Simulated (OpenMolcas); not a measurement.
neutral bismuth: effect of the active space

- Program: OpenMolcas
- Method: CASSCF or its RAS form
- Basis: ANO-RCC-VTZP
- Scalar Hamiltonian: DKH2, point nucleus
- Spin-orbit coupling: state interaction with AMFI integrals over the reference wave functions, term energies averaged over their components

A. 3 electrons in 3 orbitals (6p); 2S+1 = 4 odd, 1 root; 2S+1 = 2 odd, 8 roots; cost of the order of 4 core-seconds
B. 5 electrons in 4 orbitals (6s 6p); 2S+1 = 4 odd, 1 root; 2S+1 = 2 odd, 8 roots; cost about 12 core-seconds
C. 5 electrons in 8 orbitals (6s 6p 7s 7p); 2S+1 = 4 odd, 1 root; 2S+1 = 2 odd, 8 roots; cost about 12 core-seconds
D. 5 electrons in 9 orbitals (RAS2 6s 6p; RAS3 6d, at most 2 electrons); 2S+1 = 4 odd, 1 root; 2S+1 = 2 odd, 8 roots; cost of the order of 22 core-seconds

Energies in cm⁻¹ above 6s² 6p³ ⁴S°_3/2, the measured ground level; measured values from NIST Handbook of Basic Atomic Spectroscopic Data.

```tsv
Level	A	B	C	D	Measured
6s² 6p³ ⁴S°_3/2	0.0	0.0	0.0	0.0	0.0
6s² 6p³ ²D°_3/2 [66 %]	12161	12191	11728	11861	11419
6s² 6p³ ²D°_5/2	16434	16830	16628	16211	15438
6s² 6p³ ²P°_1/2	24634	22774	21881	23285	21661
6s² 6p³ ²P°_3/2 [65 %]	32792	31532	30751	31677	33165
```

Deviations, from unrounded energies. A percentage is the sum of absolute deviations over the sum of measured energies, with the sign that they share, or ± where signs differ.

```tsv
Against measurement	Levels	A	B	C	D
mean absolute deviation (cm-1)	4	1300	1200	1000	1100
other terms of the ground configuration (%)	4	±6.2	±6.0	±5.1	±5.3
```

C, D lie about equally close to measurement and A furthest from it. The largest miss of C in the table is 6s² 6p³ ²P°_3/2 [65 %], by -2400 cm-1. The ranking rests on the paired levels alone, and a cruder setting can come out closer through cancelling errors.

Among A to D the level of the table that moves most is 6s² 6p³ ²P°_1/2, by 2800 cm-1 (lowest in C, highest in A).

Spin-orbit splittings of 6p shells tend to come out small when the coupling is added on scalar orbitals. With the s shell closed, the reference lacks s² → p² mixing (holds for A). Active for correlation alone: 7p 7s; no level in the range computed is led by a configuration that fills them, so any true level of that kind is missing (holds for C). Active for correlation alone: 6d; no level in the range computed is led by a configuration that fills it, so any true level of that kind is missing (holds for D). Computed and measured levels are paired by configuration, term and J; levels that our copy of the source lacks, or whose pairing is in doubt (as where it misses far off the trend of its configuration), stay unpaired and out of the deviations. Levels of configurations outside the active space are missing.

A share in square brackets marks a mixed level and gives the weight of the term that names it, the lowest over the columns. ° marks odd parity.
